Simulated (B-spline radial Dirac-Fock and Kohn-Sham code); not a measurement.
**Binding energies of Pr⁺ at several levels of theory**

System: the Pr⁺ ion in the configuration 1s2 2s2 2p6 3s2 3p6 3d10 4s2 4p6 4d10 4f3 5s2 5p6 5d1 (an excited configuration).

The density-functional columns are spherical, spin-unpolarised Dirac-Kohn-Sham results without Breit or QED terms: −ε is minus the orbital energy of the initial state and ΔSCF the difference of two total energies. The reference in the last column comes from Dirac-Fock (average of configuration) total-energy differences with a finite nucleus, the Breit interaction including its frequency dependence, and self-energy and vacuum-polarisation corrections. All numbers are from a B-spline atomic structure program, in eV; a selection of levels is shown. The Kohn-Sham columns are given as differences from the reference. For the 1s level of heavy atoms much of the gap between ΔSCF and the reference is the Breit and QED part, -165.0 eV here; for other levels the error of the functional can be larger.

| level | PBE −ε − DF | PBE ΔSCF − DF | Dirac-Fock |
| --- | --- | --- | --- |
| 1s | -216.3 | +196.5 | 41995.0 |
| 2s | -125.3 | -52.2 | 6847.1 |
| 2p1/2 | -94.2 | -1.6 | 6447.4 |
| 2p3/2 | -100.0 | -15.4 | 5971.0 |
| 3s | -62.2 | -40.0 | 1515.6 |
| 3p1/2 | -49.5 | -26.1 | 1346.1 |
| 3p3/2 | -48.9 | -26.8 | 1249.9 |
| 3d3/2 | -30.2 | -4.4 | 957.6 |
| 3d5/2 | -30.6 | -5.3 | 937.5 |
| 4s | -27.6 | -18.2 | 319.7 |
| 4p1/2 | -21.2 | -12.0 | 254.7 |
| 4p3/2 | -21.2 | -12.3 | 234.1 |
| 4d3/2 | -9.1 | -0.6 | 125.6 |
| 4d5/2 | -9.2 | -0.8 | 122.1 |
| 4f | -3.0 | +3.5 | 8.33 |
| 5s | -7.6 | -2.1 | 50.63 |
| 5p1/2 | -3.9 | +1.2 | 31.47 |
| 5p3/2 | -3.9 | +1.1 | 28.70 |
| 5d | -2.6 | +0.9 | 8.77 |

Values without a named source are computed, but for edge energies of neutral atoms, which are taken from tables.
